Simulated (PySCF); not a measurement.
MoOCl3, SMILES [O]=[Mo+]([Cl])([Cl])[Cl], charge +1, multiplicity 1. Coordinates come from a PBE-D3(BJ)/def2-SVP optimisation. The multiplicity is an assumed one; no other spin state was optimised. The isomer is the one that the SMILES or the coordinates give; other isomers of the formula were not compared. The def2 effective core potentials stand for the cores of Mo; spin–orbit coupling is left out.

All values below come from PySCF with PBE-D3(BJ)/def2-SVP.

Harmonic wavenumbers (cm⁻¹): 121, 121, 142, 243, 243, 422, 483, 483, 1056. Rotational constants (GHz): 1.602, 1.602, 1.082; symmetry number 3.

Question: Work out the zero-point energy and the ideal-gas rigid-rotor harmonic-oscillator thermochemistry at 298.15 K and 1 atm.

Answer: ZPE = ½ Σ hcν = ½ × 3313 cm⁻¹ = 19.82 kJ/mol. H − E(el) = 39.79 kJ/mol. Entropy in J/(mol K): translation 175.92, rotation 112.78, vibration 62.21, total 350.91. G − E(el) = -64.83 kJ/mol. Cp = 90.34 J/(mol K). Modes under 150 cm⁻¹ make the vibrational entropy uncertain.
